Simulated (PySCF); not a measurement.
PySCF 2.14 output of a UHF calculation on a single atom or ion in x2c-TZVPall (5s5p2d1f, 37 functions), with scalar relativity by spin-free X2C-1e:

```
SCF conv_tol = 1e-09
number electrons alpha = 7  beta = 6
cycle= 1 E= -289.172863973493  delta_E= -0.0039  |g|= 0.0232  |ddm|= 0.0593
cycle= 2 E= -289.173575181943  delta_E= -0.000711  |g|= 0.0103  |ddm|= 0.0252
cycle= 3 E= -289.17374641244  delta_E= -0.000171  |g|= 0.00056  |ddm|= 0.02
cycle= 4 E= -289.173746891022  delta_E= -4.79e-07  |g|= 0.00011  |ddm|= 0.00176
cycle= 5 E= -289.173746909963  delta_E= -1.89e-08  |g|= 3.05e-05  |ddm|= 0.000449
cycle= 6 E= -289.173746911314  delta_E= -1.35e-09  |g|= 4.59e-06  |ddm|= 0.000148
cycle= 7 E= -289.173746911345  delta_E= -3.03e-11  |g|= 5.96e-07  |ddm|= 2.56e-05
converged SCF energy = -289.173746911345  <S^2> = 0.76608003  2S+1 = 2.0160159
```

The run itself started from symmetry-adapted Hartree-Fock orbitals and held the occupation by maximum overlap, so the iterations belong to that start.

Q: Which element, charge and spin multiplicity is this?

A: Si⁺ (silicon, charge +1), multiplicity 2; the state was [Ne] 3s2 3p1, 2P determinant.
